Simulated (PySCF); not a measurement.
Point groups of optimised structures. Method used: PBE0/pcSseg-1 in PySCF (dipole) on a GFN2-xTB geometry, gas phase. The symmetry is that of the one conformer found, every atom within 0.08 Å of its image; none is proved a minimum here.

`[CH3:1][CH2:2][c:3]1[cH:4][cH:5][cH:6][n:7][cH:8]1` with C1–C2–C3–C4 -89°: symmetry, top, dipole?

C1; asymmetric top; symmetry number 1; this conformer is chiral (no improper operation); dipole 2.48 D.

Point group, rotor type and polarity of `[CH:1]#[C:2][S:3]([F:4])([F:5])([F:6])([F:7])[F:8]`?

C4v; prolate symmetric top; symmetry number 4; 8 operations, which sort the 9 atoms into 6 sets; dipole 3.03 D, along the axis; A, B, C = 2479, 1651, 1650 MHz; heavy atoms equivalent by symmetry: F4/F5/F6/F7.

Point group, rotor type and polarity of `[CH3:1][CH2:2][CH2:3][CH2:4][Cl:5]` with C1–C2–C3–C4 180°, C2–C3–C4–Cl5 180°?

Cs; near-prolate asymmetric top; symmetry number 1; 2 operations, which sort the 14 atoms into 10 sets; dipole 2.34 D, in the ab plane, which is the mirror; A, B, C = 16834, 1337, 1278 MHz; heavy atoms equivalent by symmetry: none.

What symmetry has `[CH2:1]=[CH:2][C@H:3]([CH3:4])/[CH:5]=[CH:6]/[C:7]#[N:8]` with C1–C2–C3–C4 -122°, C2–C3–C5–C6 -116°?

C1; near-prolate asymmetric top; symmetry number 1; this conformer is chiral (no improper operation); dipole 4.77 D; A, B, C = 4099, 956.0, 828.4 MHz.
